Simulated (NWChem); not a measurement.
**Correlation energy of silicon monosulfide (SSi)**

```
Si
S 1 1.9396
```
Charge 0, spin multiplicity 1.

The numbers come from NWChem runs, not from measurements. Structure: optimised with PBE0/def2-SVP, a minimum by its harmonic frequencies.

Basis set: cc-pVQZ. Each correlation energy counts from its own Hartree-Fock reference.

```csv
method,correlation energy (mHa),difference from CCSD(T)
CCSD+T(CCSD),-319.8,-0.7
RI-MP2,-281.2,+37.9
MP2,-281.2,+37.9
SCS-MP2,-281.6,+37.5
CR-CCSD[T],-315.4,+3.8
CCSD(T),-319.1,0.0
CCSD,-299.3,+19.8
CR-CCSD(T),-314.8,+4.3
```

The values span 38.6 mHa, from CCSD+T(CCSD) (lowest) to MP2 (highest). 

The correlated methods keep 10 core orbitals frozen. Coupled-cluster values serve here as a point of comparison, not as the truth.
